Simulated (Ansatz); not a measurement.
K₈F₈⁻ (relaxed from a model of 2x2x4 KF rock-salt block, whose bonding it doesn't keep). The state is a doublet with charge -1. Geometry r2SCAN-D4/def2-SVP, that of the neutral singlet; atoms count from 1.

Cartesian coordinates in Å:
```
K 3.4898 -0.9857 -1.8122
F 2.1205 -0.2240 0.1546
K 1.3138 -0.0954 2.5106
F -0.4922 1.1552 3.5889
F 1.7635 -2.6413 -2.3262
K 0.3260 -2.1295 -0.3371
F -0.4011 -1.8189 2.0131
K -2.1647 -0.6748 3.2577
F 2.1843 0.5247 -3.2314
K 0.8614 1.4919 -1.3343
F -0.9823 2.5607 -0.0670
K -1.7438 2.7718 2.2443
K 0.5286 -1.1689 -3.8450
F -0.8833 -0.4404 -1.8958
K -2.6413 0.8062 -0.6411
F -3.2794 0.8685 1.7208
```

The highest occupied level of the charge -1 doublet lies above zero (up to 0.75 eV). Energy differences put its binding near zero (0.08 eV; vertical, to the charge 0 singlet, at PBE-D4/def2-SVP), which leaves it undecided.

**Question.** Estimate the Mulliken populations from the PBE/def2-SVP orbitals of Ansatz.

**Answer.** 
```json
{"atom": "K1", "charge (e)": "0.15", "spin (α − β)": "0.36"}
{"atom": "F2", "charge (e)": "-0.48", "spin (α − β)": "0.00"}
{"atom": "K3", "charge (e)": "0.09", "spin (α − β)": "0.45"}
{"atom": "F4", "charge (e)": "-0.51", "spin (α − β)": "0.00"}
{"atom": "F5", "charge (e)": "-0.51", "spin (α − β)": "0.00"}
{"atom": "K6", "charge (e)": "0.83", "spin (α − β)": "-0.36"}
{"atom": "F7", "charge (e)": "-0.50", "spin (α − β)": "0.00"}
{"atom": "K8", "charge (e)": "0.42", "spin (α − β)": "0.05"}
{"atom": "F9", "charge (e)": "-0.51", "spin (α − β)": "0.00"}
{"atom": "K10", "charge (e)": "0.83", "spin (α − β)": "-0.36"}
{"atom": "F11", "charge (e)": "-0.50", "spin (α − β)": "0.00"}
{"atom": "K12", "charge (e)": "0.42", "spin (α − β)": "0.05"}
{"atom": "K13", "charge (e)": "0.15", "spin (α − β)": "0.36"}
{"atom": "F14", "charge (e)": "-0.48", "spin (α − β)": "0.00"}
{"atom": "K15", "charge (e)": "0.09", "spin (α − β)": "0.45"}
{"atom": "F16", "charge (e)": "-0.51", "spin (α − β)": "0.00"}
```
Mulliken values and Mayer orders depend strongly on the basis.

**Question.** Where does the spin sit?

**Answer.** Summed by element: K 1.01, F -0.01, of 1 unpaired in all. Largest on single atoms: K3 0.45, K15 0.45, K13 0.36.

**Question.** And the Mayer bond orders between bonded heavy atoms (over 0.3)?

**Answer.** K1–K3 0.34 (4.92 Å); K1–F5 0.35 (2.45 Å); K1–F9 0.34 (2.45 Å); K1–K13 0.30 (3.60 Å); K3–F4 0.34 (2.45 Å); K3–F7 0.32 (2.48 Å); F4–K8 0.30 (2.50 Å); F4–K12 0.36 (2.45 Å); F5–K6 0.31 (2.51 Å); F5–K13 0.34 (2.45 Å); K6–F7 0.34 (2.48 Å); K6–K10 0.30 (3.79 Å); F7–K8 0.38 (2.44 Å); K8–F16 0.36 (2.45 Å); F9–K10 0.31 (2.51 Å); F9–K13 0.35 (2.45 Å); K10–F11 0.34 (2.48 Å); F11–K12 0.38 (2.44 Å); F11–K15 0.32 (2.48 Å); K12–F16 0.30 (2.50 Å); K13–K15 0.34 (4.92 Å); K15–F16 0.34 (2.45 Å). Values over 0.3 also appear between atoms too far apart for a bond (K1–K15 0.32 at 6.49 Å; K3–K13 0.32 at 6.49 Å; K3–K15 0.40 at 5.14 Å); they arise where an orbital or an unpaired electron spreads over both atoms.
